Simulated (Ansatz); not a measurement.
Molecule: ZrF (charge 0, doublet). The spin state was set by rule; other spins were not relaxed. 
Geometry from a B3LYP-D3(BJ)/def2-TZVP (Ansatz, a first-principles code) optimisation:
SMILES: [Zr][F]
```xyz
2

Zr     0.0000     0.0000    -0.3430
F      0.0000     0.0000     1.5244
```
Charge 0, spin multiplicity 2.

Property: atomisation energy (electronic, to ground-state atoms), in eV. Valence correlation only, unless marked. UHF or UKS for open shells. Spin-orbit coupling is left out. Frozen are the shells of the preceding noble gas and the d and f shells that filled before the atom's block. Past Kr the def2 sets carry scalar-relativistic core potentials. STO-3G rows are all-electron and non-relativistic. 

```json
[
 {"level": "SVWN5/def2-TZVPD", "program": "Ansatz", "atomisation energy (eV)": "7.69"},
 {"level": "PBE-D3(BJ)/def2-TZVPD", "program": "Ansatz + dftd3", "atomisation energy (eV)": "6.80"},
 {"level": "BLYP-D3(BJ)/def2-TZVPD", "program": "Ansatz + dftd3", "atomisation energy (eV)": "6.66"},
 {"level": "BLYP/def2-TZVPD", "program": "Ansatz", "atomisation energy (eV)": "6.62"},
 {"level": "revPBE/def2-TZVPD", "program": "Ansatz", "atomisation energy (eV)": "6.50"},
 {"level": "B97M-V/def2-TZVPD", "program": "Ansatz", "atomisation energy (eV)": "6.37"},
 {"level": "B3LYP-D4/def2-TZVPD", "program": "Ansatz + dftd4", "atomisation energy (eV)": "6.40"},
 {"level": "PBE0/STO-3G", "program": "Ansatz", "atomisation energy (eV)": "7.69"},
 {"level": "PBE0/def2-SVP", "program": "Ansatz", "atomisation energy (eV)": "6.48"},
 {"level": "PBE0-D3(BJ)/def2-TZVPD", "program": "Ansatz + dftd3", "atomisation energy (eV)": "6.36"},
 {"level": "PBE0-D4/def2-TZVPD", "program": "Ansatz + dftd4", "atomisation energy (eV)": "6.37"},
 {"level": "r2SCAN0-D4/def2-TZVPD", "program": "Ansatz + dftd4", "atomisation energy (eV)": "6.19"},
 {"level": "r2SCAN0/def2-TZVPD", "program": "Ansatz", "atomisation energy (eV)": "6.18"},
 {"level": "HSE06-D3(BJ)/def2-TZVPD", "program": "Ansatz + dftd3", "atomisation energy (eV)": "6.36"},
 {"level": "CAM-B3LYP-D3(BJ)/def2-TZVPD", "program": "Ansatz + dftd3", "atomisation energy (eV)": "6.44"},
 {"level": "B2PLYP-D4/def2-TZVPD", "program": "Ansatz + dftd4", "atomisation energy (eV)": "6.36"},
 {"level": "RPA@PBE/def2-QZVPP", "program": "Ansatz", "atomisation energy (eV)": "5.98"},
 {"level": "CCSD/def2-TZVPP", "program": "Ansatz", "atomisation energy (eV)": "6.11"},
 {"level": "CCSD(T)/STO-3G", "program": "Ansatz", "atomisation energy (eV)": "6.68"},
 {"level": "CCSDT/def2-SVP", "program": "Ansatz", "atomisation energy (eV)": "6.12"}
]
```

The UHF reference is spin-contaminated (<S^2> 0.48 over the pure value in the largest basis). The Hartree-Fock reference is unstable (checked in the largest basis), which strains HF and MP2. The T1 diagnostic of CCSD in the largest basis is 0.076, which is high, so the coupled-cluster rows are less sure than usual.
